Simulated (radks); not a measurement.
Results of a calculation; reference values are marked as such.
Question: Valence configurations of Dy (all share [Xe]). Level of theory: Dirac Kohn-Sham, PBE, spin-unpolarised, spherical densities, finite nucleus; open shells are shared between the two j in proportion to 2j + 1; Fermi nuclear charge, rms radius 5.2218 fm (a radial shooting solver on a logarithmic mesh with Libxc functionals). Order these by energy: 4f9.5 5d0.5 6s2; 4f8 5d2 6s2; 4f10 5d1 6s1; 4f10 6s2; 4f10 6s1 6p1; 4f9 5d1 6s2; 4f8 6s2 6p2; 4f9.5 6s2 6p0.5; 4f9 6s2 6p1.

Answer: From the lowest, in eV above it: 4f10 6s2 0.000; 4f9.5 5d0.5 6s2 1.539; 4f9.5 6s2 6p0.5 1.904; 4f10 5d1 6s1 2.627; 4f10 6s1 6p1 2.661; 4f9 5d1 6s2 4.311; 4f9 6s2 6p1 5.875; 4f8 5d2 6s2 13.936; 4f8 6s2 6p2 20.826. NIST lists [Xe] 4f10 6s2 as the ground configuration; this level of theory agrees among the configurations tried. The energies are those of spherical spin-averaged densities, not of single terms. No valid solution was reached for [Xe] 4f11 6s1.
